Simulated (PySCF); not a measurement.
One molecule, one basis, several functionals.

CH8GeO2Si.
SMILES: `[O]([GeH3])[SiH2]OC`

Torsions of this conformer, `[CH3:1][O:2][SiH2:3][O:4][GeH3:5]`: C1–O2–Si3–O4 -177°, O2–Si3–O4–Ge5 -1°.

PySCF, def2-SVPD basis, density fitting, gas phase, PBE0-D3(BJ)/def2-SVP geometry; singlet excitations by full TDDFT with frozen cores, triplets by Tamm–Dancoff TDDFT and ionisation energies by ΔSCF, from the lowest of the holes tried. One functional is left out:

| functional | exact exchange (%) | HOMO energy (eV) | LUMO energy (eV) | lowest singlet excitation (eV) | lowest triplet excitation (eV) | dipole moment (D) | mean polarisability (au) | vertical ionisation energy (eV) |
| --- | --- | --- | --- | --- | --- | --- | --- | --- |
| LDA | 0 | -6.61 | -1.16 | 5.50 | 5.39 | 1.299 | 81.6 | 9.38 |
| PBE | 0 | -6.55 | -0.93 | 5.66 | 5.53 | 1.238 | 79.9 | 9.32 |
| B3LYP | 20 | -7.80 | -0.33 | 6.53 | 6.28 | 1.286 | 76.6 | 9.87 |
| BHandHLYP | 50 | -9.42 | 0.67 | 7.43 | 7.04 | 1.328 | 72.9 | 10.37 |

**Question.** Predict the row of PBE0 (25 % exact exchange) by straight lines through the other rows, and check it.

**Answer.** 
| property | line | computed | computed − line | B3LYP (20 %), for comparison |
| --- | --- | --- | --- | --- |
| HOMO energy (eV) | -8.02 | -8.01 | +0.01 | -7.80 |
| LUMO energy (eV) | -0.18 | -0.08 | +0.10 | -0.33 |
| lowest singlet excitation (eV) | 6.56 | 6.69 | +0.13 | 6.53 |
| lowest triplet excitation (eV) | 6.30 | 6.39 | +0.09 | 6.28 |
| dipole moment (D) | 1.297 | 1.274 | -0.023 | 1.286 |
| mean polarisability (au) | 76.6 | 75.9 | -0.7 | 76.6 |
| vertical ionisation energy (eV) | 9.89 | 9.90 | +0.01 | 9.87 |

**Question.** Which of these properties follows the share of exact exchange most closely, and which least?

**Answer.** Most closely the HOMO energy, least the dipole moment; the correlations over the tabulated rows are HOMO energy -0.999, LUMO energy 0.993, vertical ionisation energy 0.992, lowest singlet excitation 0.990, lowest triplet excitation 0.990, mean polarisability -0.975, dipole moment 0.743. The HOMO energy moves by -0.569 eV for every 10 %. Functionals with the same share still differ in their other parts: at 0 % LDA and PBE differ by 0.06 eV in it.
